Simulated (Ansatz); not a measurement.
Breaking the Al1–H2 bond in AlClH2 (SMILES [AlH2][Cl]) (multiplicity 1 held, fragments rigid). Energies count from the point at 1.569 Å.
Geometry at that point (charge 0, multiplicity 1):
```xyz
4

Al    -0.005    -0.351    -1.014
H     -1.393    -0.455    -1.740
H      1.376    -0.722    -1.661
Cl     0.005     0.338     0.976
```

Signs of static correlation in cc-pV(T+d)Z, with CASSCF(2,2), from Ansatz (a first-principles code) runs.

```json
[
 {"R (Å)": "1.255", "T1 of restricted CCSD": "0.008", "⟨S²⟩ of UHF": "0.000", "largest double amplitude of restricted CCSD": "0.033", "weight of the CASSCF reference in MRCISD": "0.903", "CASSCF natural occupations": "1.99 0.01"},
 {"R (Å)": "1.412", "T1 of restricted CCSD": "0.008", "⟨S²⟩ of UHF": "0.000", "largest double amplitude of restricted CCSD": "0.033", "weight of the CASSCF reference in MRCISD": "0.903", "CASSCF natural occupations": "1.98 0.02"},
 {"R (Å)": "1.569", "T1 of restricted CCSD": "0.008", "⟨S²⟩ of UHF": "0.000", "largest double amplitude of restricted CCSD": "0.032", "weight of the CASSCF reference in MRCISD": "0.903", "CASSCF natural occupations": "1.98 0.02"},
 {"R (Å)": "1.726", "T1 of restricted CCSD": "0.009", "⟨S²⟩ of UHF": "0.000", "largest double amplitude of restricted CCSD": "0.032", "weight of the CASSCF reference in MRCISD": "0.903", "CASSCF natural occupations": "1.97 0.03"},
 {"R (Å)": "1.883", "T1 of restricted CCSD": "0.009", "⟨S²⟩ of UHF": "0.000", "largest double amplitude of restricted CCSD": "0.039", "weight of the CASSCF reference in MRCISD": "0.903", "CASSCF natural occupations": "1.96 0.04"},
 {"R (Å)": "2.118", "T1 of restricted CCSD": "0.011", "⟨S²⟩ of UHF": "0.000", "largest double amplitude of restricted CCSD": "0.091", "weight of the CASSCF reference in MRCISD": "0.903", "CASSCF natural occupations": "1.93 0.07"},
 {"R (Å)": "2.354", "T1 of restricted CCSD": "0.014", "⟨S²⟩ of UHF": "0.185", "largest double amplitude of restricted CCSD": "0.146", "weight of the CASSCF reference in MRCISD": "0.903", "CASSCF natural occupations": "1.89 0.11"},
 {"R (Å)": "2.746", "T1 of restricted CCSD": "0.024", "⟨S²⟩ of UHF": "0.692", "largest double amplitude of restricted CCSD": "0.252", "weight of the CASSCF reference in MRCISD": "0.904", "CASSCF natural occupations": "1.78 0.22"},
 {"R (Å)": "3.139", "T1 of restricted CCSD": "…", "⟨S²⟩ of UHF": "0.885", "largest double amplitude of restricted CCSD": "0.384", "weight of the CASSCF reference in MRCISD": "0.904", "CASSCF natural occupations": "1.62 0.38"},
 {"R (Å)": "3.609", "T1 of restricted CCSD": "0.061", "⟨S²⟩ of UHF": "0.968", "largest double amplitude of restricted CCSD": "0.566", "weight of the CASSCF reference in MRCISD": "0.905", "CASSCF natural occupations": "1.40 0.60"},
 {"R (Å)": "4.237", "T1 of restricted CCSD": "0.085", "⟨S²⟩ of UHF": "0.998", "largest double amplitude of restricted CCSD": "…", "weight of the CASSCF reference in MRCISD": "0.905", "CASSCF natural occupations": "1.19 0.81"},
 {"R (Å)": "5.022", "T1 of restricted CCSD": "0.096", "⟨S²⟩ of UHF": "1.005", "largest double amplitude of restricted CCSD": "0.931", "weight of the CASSCF reference in MRCISD": "0.905", "CASSCF natural occupations": "1.07 0.93"}
]
```

Task: Fill in the missing entries.

Result: 
- 3.139, T1 of restricted CCSD: 0.039
- 4.237, largest double amplitude of restricted CCSD: 0.779

Doubts at one or more of the structures used: a restricted determinant that unrestricted orbitals would lower (R-CCSD(T)/cc-pV(T+d)Z); other coupled-cluster roots lie near (R-CCSD(T)/cc-pV(T+d)Z); T1 above 0.05 (R-CCSD(T)/cc-pV(T+d)Z, U-CCSD(T)/cc-pV(T+d)Z); a spin-contaminated determinant (U-CCSD(T)/cc-pV(T+d)Z).
